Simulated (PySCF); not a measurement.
C₆H₁₃O₂P.
Atom-mapped SMILES: `[CH3:1][O:2][CH2:3][P@:4]([CH3:5])(=[O:6])[CH:7]1[CH2:8][CH2:9]1`

Definitions: NICS(0) = −σiso at the ring centroid; NICS(1) = −σiso and NICS(1)zz = −σzz at ±1 Å along the ring normal z. Level: GIAO PBE0/pcSseg-1 (PySCF, non-relativistic, gas phase) on the GFN2-xTB geometry, one conformer.

Ring bond lengths (Å), with Mayer bond orders in brackets: C7–C8 1.501 (0.94), C8–C9 1.489 (0.98), C9–C7 1.501 (0.94).

Problem. Give the NICS values of each ring in ppm.

Solution. 
```tsv
ring	type	NICS(0)	NICS(1), two faces	NICS(1)zz, two faces	rms pucker (Å)	centre to ring atoms, mean (Å)
C7–C8–C9	3-membered carbocycle; formal bonds all single	-45.7	-10.1 / -8.7	-25.4 / -24.5	0.00	0.86
```

Problem. What do they say, and how far can they be read as aromaticity?

Solution. 
- C7–C8–C9: mean NICS(1)zz -25.0 ppm, shielded. C7, C8, C9 have four or more neighbours; no verdict on aromaticity is drawn. NICS(0) lies 36 ppm below the mean NICS(1).

Problem. List the ring angles and the Hirshfeld charges of the ring atoms.

Solution. 
- C7–C8–C9: C7 59.5° (-0.095 e), C8 60.2° (-0.083 e), C9 60.3° (-0.084 e); sum 180.0° against 180° for a flat convex ring.

Problem. What are the shieldings of the ring atoms and their hydrogens in the same run (means over atoms taken as equivalent)?

Solution. 
```tsv
atoms	environment	σ isotropic (ppm)
C7	sp3 carbon bound to phosphorus	177.9
C8	three-membered-ring carbon	186.5
C9	three-membered-ring carbon	184.9
H on C7	methine hydrogen	31.56
H on C8	methylene hydrogen	30.92
H on C8	methylene hydrogen	31.16
H on C9	methylene hydrogen	31.15
H on C9	methylene hydrogen	30.85
```

The values belong to the conformer `[CH3:1][O:2][CH2:3][P@:4]([CH3:5])(=[O:6])[CH:7]1[CH2:8][CH2:9]1`: C1–O2–C3–P4 74°, O2–C3–P4–C5 52°, C3–P4–C7–C8 160°.
